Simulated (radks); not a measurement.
Results of a calculation; reference values are marked as such.
Spherical quantum dot in the effective-mass picture: electrons in a hard-walled sphere of radius 2.12, with a point charge +1 (a donor) at the centre, all in effective atomic units (hartree* = m*/eps^2 hartree, bohr* = eps/m* bohr), one dielectric constant everywhere. Level of theory: non-relativistic Kohn-Sham, PBE, spin-polarised, spherical densities (a radial shooting solver with Libxc functionals). Levels are named by radial order and angular momentum (1s, 1p, 1d, 2s, ...), and open shells are averaged over m.

N = 25, configuration 1s2 1p6 1d10 2s2 1f(up 5, down 0). This is the lowest configuration that the search found. Occupied and some empty levels:

level    occupation  eigenvalue (hartree*)  <r> (bohr*)
1s up             1                 15.958        1.314
1s down           1                 16.049        1.302
1p up             3                 16.678        1.424
1p down           3                 16.786        1.419
1d up             5                 17.781        1.490
1d down           5                 17.898        1.487
2s up             1                 19.118       0.9111
2s down           1                 19.154       0.9171
1f up             5                 19.240        1.540
1f down           0                 19.363        1.539
1g up             0                 21.027        1.580
1g down           0                 21.154        1.579
2p up             0                 21.512        1.098
2p down           0                 21.561        1.097
2d up             0                 23.958        1.205
2d down           0                 24.021        1.203

Energy (hartree*): total 252.915, kinetic 94.301, external -19.989, Hartree 198.39, exchange-correlation -19.783.

Electron density:

r (bohr*)  n(r) (e/bohr*^3)
0.111                 2.025
0.217                 1.615
0.323                 1.280
0.428                 1.014
0.534                0.8126
0.639                0.6761
0.745                0.6050
0.851                0.5985
0.956                0.6526
1.06                 0.7577
1.17                 0.8927
1.27                  1.029
1.38                  1.125
1.48                  1.141
1.59                  1.047
1.70                 0.8413
1.80                 0.5572
1.91                 0.2727
2.01                0.07200
2.12              0.0001492
